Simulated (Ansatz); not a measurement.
Reaction (formal exchange of groups at a C–C bond): `N#CCCCCC#N` + CH₄ → `CCCC#N` + `CCC#N`

Gas-phase electronic energies from Ansatz, PBE0-D4/def2-TZVP geometries. CCSD(T)/CBS adds triple-zeta CCSD(T) − MP2 to the extrapolated MP2 energy (def2 sets, frozen cores). This one scheme is used for every species. Functionals use def2-TZVPP. B3LYP here is the variant with VWN-RPA as its local correlation; programs differ in this. Each species was taken in one conformer, which may not be the lowest.

(1) Is it downhill or uphill in electronic energy at CCSD(T)/CBS, and by how much? (Best estimate.)

(2) What do these levels give: BHLYP-D4, ωB97X-V, PBE, B3LYP, r2SCAN0, LC-ωPBE, RPA@PBE/def2-TZVPP, CCSD/def2-SVP, HF/def2-TZVPP, SCS-MP2/def2-TZVPP, HF/def2-QZVPP, MP2/def2-QZVPP? (Estimate.)

Largest T1 diagnostic among the species: 0.012.

Answers

(1) Computed: Uphill: ΔE = +9.9 kJ/mol.

(2) Ansatz gave: BHLYP-D4 7.3, ωB97X-V 8.4, PBE 3.4, B3LYP 0.9, r2SCAN0 6.5, LC-ωPBE 4.3, RPA@PBE/def2-TZVPP 8.8, CCSD/def2-SVP 7.7, HF/def2-TZVPP -1.6, SCS-MP2/def2-TZVPP 8.9, HF/def2-QZVPP -1.9, MP2/def2-QZVPP 12.2 kJ/mol.

Leaving LDA and LC-ωPBE aside and taking each functional with its dispersion term where it has one, the values, not all of them listed here, spread over 4.3 kJ/mol, from B2PLYP to revPBE-D4. LDA lies +7.3 kJ/mol from PBE without D4. The D4 term adds +6.9 kJ/mol with B3LYP and +4.2 kJ/mol with PBE0; it sums over pairs of atoms, weighted by their polarisabilities, and B3LYP, whose exchange is more repulsive, gets the larger term. In def2-TZVPP, CCSD(T) changes the Hartree–Fock value by +11.2 kJ/mol (the triples alone add +2.0 kJ/mol) and MP2 by +13.7 kJ/mol.
